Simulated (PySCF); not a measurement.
## Interval between two levels of Cd by level of theory

Cd [Kr] 4d10 5s2 → Cd [Kr] 4d10 5s1 5p1 [3P2, M_J = 2], as a difference of total energies. All numbers are calculated (PySCF 2.14, the two-component X2C-1e Hamiltonian, in x2c-SVPall-2c with one added diffuse shell each of s, p, d type (7s10p7d1f, 79 functions)). Correlated levels: [Ar] 3d10 frozen; the 6 highest virtual spinors dropped. "Screened" scales the spin-orbit matrix elements by Boettger's factors to mimic the two-electron term; Breit and QED terms are absent.

```
                    method  interval between two levels (cm⁻¹)  error (cm⁻¹)
           GHF (spin-free)                               20512        -11315
          GMP2 (spin-free)                               28303         -3524
 GHF (screened spin-orbit)                               21026        -10801
GMP2 (screened spin-orbit)                               28854         -2973
```

Reference: 31827 cm⁻¹ (measured; NIST Handbook of Basic Atomic Spectroscopic Data (Sansonetti and Martin, J. Phys. Chem. Ref. Data 34, 1559 (2005))).

The spin-free rows relax to the high-spin LS determinant and lack the spin-orbit shift.

Errors of the correlated levels include the incompleteness of this basis and the frozen core.

The labels give the starting determinants; with spin-orbit coupling the two ends relaxed to ⟨J²⟩ = 0.00, ⟨L²⟩ = 0.02, ⟨S²⟩ = 0.02 and ⟨J²⟩ = 6.01, ⟨L²⟩ = 2.02, ⟨S²⟩ = 2.02.
